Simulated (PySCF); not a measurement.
Species: C₃HF₇O₃S.
Cartesian coordinates in Å at the PBE0-D3(BJ)/def2-SVP level; atoms count from 1:
```
atom  x, y, z in Å
O1    -2.756   -1.583   -0.019
S2    -2.027   -0.425   -0.457
O3    -2.091    0.117   -1.795
O4    -2.313    0.738    0.611
C5    -0.230   -0.774   -0.090
F6    -0.090   -0.878    1.229
F7     0.061   -1.934   -0.665
C8     0.712    0.323   -0.639
F9     0.186    1.533   -0.358
F10    0.818    0.185   -1.955
C11    2.136    0.285   -0.029
F12    2.115    0.721    1.219
F13    2.604   -0.953   -0.053
F14    2.929    1.063   -0.745
H15   -2.061    1.590    0.216
```

Jobs on this species (15 atoms, 122 electrons) with PySCF (density fitting). Hardware of each: one thread, Arm Neoverse V2, shared host. The host was shared with other jobs, so the times are rough.

| level and settings | work | basis functions | SCF cycles | wall time |
| --- | --- | --- | --- | --- |
| PBE0/pcSseg-1, IEF-PCM benzene | shieldings, charges and field gradients | 250 | ? | ? |
| PBE0/pcSseg-1, IEF-PCM chloroform | shieldings | 250 | 15 | 48 s |
| PBE0-D3(BJ)/def2-SVP, grid level 1 | geometry optimisation from a GFN2-xTB start | 205 | 108 | 6.2 min |

**Question.** Fill in the missing figures.

**Answer.** 
- PBE0/pcSseg-1, IEF-PCM benzene; shieldings, charges and field gradients: 52 s, 15 SCF cycles

**Question.** What do all jobs in the table cost together?

**Answer.** About 7.9 min; the longest takes about 79 % of that, and about 7.8 times as long as the shortest.
